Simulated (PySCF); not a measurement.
HgH and its ions

UHF-MP2; basis Hg def2-TZVP with ECP60, H def2-TZVP; scalar-relativistic core potentials; PySCF 2.14. Neutral (UHF): doublet (σ ↑), Re = 1.724 Å, ωe = 1367 cm⁻¹, De = 0.03 eV.

HgH⁺ (RHF): singlet (closed shell), Re = 1.569 Å, ωe = 2169 cm⁻¹, De = 2.42 eV to Hg⁺ + H. The energies at the minima are -153.50339 hartree for HgH and -153.21309 for HgH⁺.

Task: Work out the adiabatic ionisation energy, without and with harmonic zero-point energies (1 hartree = 27.2114 eV, 1 eV = 8065.5 cm⁻¹), and the change of the bond length.

Result: At MP2: 0.29030 hartree = 7.899 eV between the minima; the zero-point term (2169.0 − 1367.0)/2 cm⁻¹ = +0.050 eV makes it 7.949 eV. Re changes by -15.5 pm against the neutral. The electron leaves a σ orbital, and the shorter bond of the ion fits an antibonding orbital, or a change in how ionic the bond is.

Correlated steps freeze no core orbitals. Weak bonds: HgH. Basis-set superposition, not corrected here, can be much of De in a small basis, most of all at correlated wavefunction levels. Spin–orbit coupling is left out. For an ion De counts to the pair picked by the measured ionisation energies or electron affinities, which need not be the lowest pair at this level. Where the molecule has an RHF reference, its open-shell atoms are computed with UHF. States were picked by a PBE0 search and need not be the measured ground states.

Neutral and ion stand on different kinds of reference determinant, which adds to the error of the difference.
